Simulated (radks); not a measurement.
Results of a calculation; reference values are marked as such.
Ionisation of Nd+, [Xe] 4f4 6s1, to Nd2+, [Xe] 4f4, under several functionals. Non-relativistic Kohn-Sham, spin-polarised, spherical densities, point nucleus; open shells are filled with parallel spins first (spin-orbit coupling, left out, can overturn this in heavy ions); a radial shooting solver on a logarithmic mesh with Libxc functionals.

functional,E(Nd+) (hartree),Exc (hartree),IE (eV),-e(HOMO) (eV),<r> HOMO (bohr),IE error (eV)
BP86,-9287.6636,-215.7672,10.513,8.296,4.139,-0.270
"LDA (Slater exchange, Perdew-Wang correlation)",-9280.1824,-208.2132,10.632,8.310,4.122,-0.151
BLYP,-9286.9960,-215.0876,10.495,8.041,4.149,-0.288
exchange-only r2SCAN,-9283.4775,-211.5585,9.698,7.790,4.366,-1.085
RPBE,-9286.6405,-214.7365,10.392,8.032,4.205,-0.391
exchange-only PBE,-9283.0206,-211.0645,10.213,7.785,4.252,-0.570
XLYP,-9287.6364,-215.7343,10.544,8.051,4.154,-0.239

NIST Atomic Spectra Database: 10.78 eV (semi-empirical). Closest: LDA (Slater exchange, Perdew-Wang correlation). The Delta-SCF values span 0.93 eV, the total energies 7.48 hartree. The highest occupied level is 6s. Relativity is left out here, which matters for elements this heavy. Open shells are spherical and high-spin; term and fine-structure splittings are not resolved.
